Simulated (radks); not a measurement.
Question: Spherical quantum dot in the effective-mass picture: electrons in a parabolic well V = omega^2 r^2 / 2 with omega = 0.128, all in effective atomic units (hartree* = m*/eps^2 hartree, bohr* = eps/m* bohr), one dielectric constant everywhere. Calculated with a radial shooting solver with Libxc functionals: non-relativistic Kohn-Sham, LDA (Slater exchange, Perdew-Wang correlation), spin-polarised, spherical densities. Levels are named by radial order and angular momentum (1s, 1p, 1d, 2s, ...), and open shells are averaged over m. Results are scaled to m* = 0.026 and eps = 14.8, for which hartree* = 3.23 meV and bohr* = 30.12 nm. At N = 27 the configuration is 1s2 1p6 1d10 2s2 1f(up 7, down 0). Does electron 28 go into 2p up or 1f down or 2p down?

Answer: Into 1f down. The total energies of the other choices lie higher by 0.0602 meV (2p up), 0.0823 meV (2p down).
